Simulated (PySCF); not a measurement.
Species: `CC#CC1=CC=CO1`. The columns A, B, C and D hold Mulliken, IAO, Hirshfeld and ESP-fitted charges (e) of one PBE0/pcSseg-1 density (PySCF), in a shuffled order. Coordinates in Å (PBE0-D3(BJ)/def2-SVP); the density's dipole moment is (-0.49, -0.40, 0.34) D.

```json
{"atom": "C1", "x": "-3.359", "y": "-0.589", "z": "-0.910", "A": "-0.570", "B": "-0.427", "C": "-0.092", "D": "-0.230"}
{"atom": "C2", "x": "-1.961", "y": "-0.385", "z": "-0.579", "A": "+0.400", "B": "-0.020", "C": "-0.033", "D": "-0.265"}
{"atom": "C3", "x": "-0.789", "y": "-0.207", "z": "-0.311", "A": "-0.736", "B": "-0.085", "C": "-0.083", "D": "+0.218"}
{"atom": "C4", "x": "0.570", "y": "-0.019", "z": "0.024", "A": "+0.703", "B": "+0.144", "C": "+0.054", "D": "+0.071"}
{"atom": "C5", "x": "1.350", "y": "-0.517", "z": "1.041", "A": "-0.435", "B": "-0.203", "C": "-0.079", "D": "-0.165"}
{"atom": "C6", "x": "2.649", "y": "0.035", "z": "0.855", "A": "-0.203", "B": "-0.220", "C": "-0.089", "D": "-0.155"}
{"atom": "C7", "x": "2.563", "y": "0.824", "z": "-0.256", "A": "-0.175", "B": "+0.014", "C": "+0.012", "D": "+0.148"}
{"atom": "O8", "x": "1.320", "y": "0.799", "z": "-0.762", "A": "-0.165", "B": "-0.225", "C": "-0.060", "D": "-0.371"}
{"atom": "H9", "x": "-3.538", "y": "-1.608", "z": "-1.289", "A": "+0.180", "B": "+0.170", "C": "+0.061", "D": "+0.152"}
{"atom": "H10", "x": "-4.003", "y": "-0.437", "z": "-0.029", "A": "+0.179", "B": "+0.171", "C": "+0.061", "D": "+0.152"}
{"atom": "H11", "x": "-3.681", "y": "0.120", "z": "-1.688", "A": "+0.185", "B": "+0.174", "C": "+0.063", "D": "+0.154"}
{"atom": "H12", "x": "1.016", "y": "-1.197", "z": "1.821", "A": "+0.234", "B": "+0.170", "C": "+0.060", "D": "+0.087"}
{"atom": "H13", "x": "3.534", "y": "-0.132", "z": "1.465", "A": "+0.193", "B": "+0.166", "C": "+0.059", "D": "+0.101"}
{"atom": "H14", "x": "3.283", "y": "1.443", "z": "-0.785", "A": "+0.211", "B": "+0.173", "C": "+0.067", "D": "+0.102"}
```

Which column most likely holds the ESP-fitted charges?

A. Σ q r misses the density's dipole by 0.00 D (A), 0.15 D (B), 0.58 D (C), 2.06 D (D). Charges fitted to the outside potential are the only set here that is tied to the molecule's multipoles.

And the Hirshfeld charges?

C. The mean sizes are 0.062 e (C), 0.169 e (B), 0.169 e (D), 0.326 e (A), and Hirshfeld charges are commonly the smallest of these schemes.

As computed, A = ESP-fitted, B = IAO, C = Hirshfeld, D = Mulliken. Hydrogens on carbon: ESP-fitted +0.18 to +0.23, IAO +0.17 to +0.17, Hirshfeld +0.06 to +0.07, Mulliken +0.09 to +0.15 e.

The Hirshfeld scheme weights the molecular density at each point by an atom's share of the summed free-atom densities. The IAO scheme counts the electrons in orthogonalised intrinsic atomic orbitals, a minimal basis polarised so that it spans the occupied orbitals exactly.

Geometry: PBE0-D3(BJ)/def2-SVP; no solvent, vibrations or thermal averaging.

The run behind these numbers computed NMR shieldings as well. The run took 15 s on one thread, Arm Neoverse V2, no GPU, shared host.
